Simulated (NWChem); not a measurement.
# Extrapolating the MP2 correlation energy of silene (CH4Si)

```xyz
6

C      0.0000     0.0000    -1.1569
Si     0.0000     0.0000     0.5507
H      0.9266     0.0000    -1.7379
H     -0.9266     0.0000    -1.7379
H     -1.2496     0.0000     1.3539
H      1.2496     0.0000     1.3539
```
Charge 0, spin multiplicity 1.

Everything below was run with NWChem. Structure: optimised with PBE0/def2-SVP, a minimum by its harmonic frequencies.

The correlated methods keep 6 core orbitals frozen.

Worked example. The MP2 correlation energy is -244.04 mHa in cc-pVDZ and -296.42 mHa in cc-pVTZ. The form E(X) = E∞ + A/X³ turns the pair into an estimate of the basis-set limit.

E∞ = (3³·(-296.42) − 2³·(-244.04))/(3³ − 2³) = -318.5 mHa. The larger basis holds 93 % of that, at about 4 times the processor time of the smaller one. This is a two-point estimate, and a rough one from so small a pair.
